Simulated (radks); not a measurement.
Species: Co3+. Configuration: [Ar] 3d5.25 4s0.75 (fractional occupations, a model configuration). Calculated with a radial shooting solver on a logarithmic mesh with Libxc functionals: scalar-relativistic Kohn-Sham, PBE, spin-unpolarised, spherical densities, point nucleus.

Unscreened Slater integrals over Kohn-Sham orbitals (cm^-1).

integral,value
"F0(4s,4s)",92238
"F0(4s,3d)",115310
"G2(4s,3d)",13265
"F0(4s,3p)",117080
"G1(4s,3p)",8698.3
"F0(4s,3s)",117600
"G0(4s,3s)",6307.4
"F0(3d,3d)",223570
"F2(3d,3d)",105230
"F4(3d,3d)",65828
"F0(3d,3p)",234720
"F2(3d,3p)",112250
"G1(3d,3p)",138370
"G3(3d,3p)",84575
"F0(3d,3s)",239240
"G2(3d,3s)",105720
"F0(3p,3p)",248800
"F2(3p,3p)",124840
"F0(3p,3s)",253680
"G1(3p,3s)",168310
"F0(3s,3s)",259010

Derived for the open shells (J is the average intra-shell exchange parameter used in DFT+U). 3d: Racah B = F2/49 - 5 F4/441 = 1401 cm^-1, C = 35 F4/441 = 5224 cm^-1, C/B = 3.73, F4/F2 = 0.626, J = (F2 + F4)/14 = 12220 cm^-1.
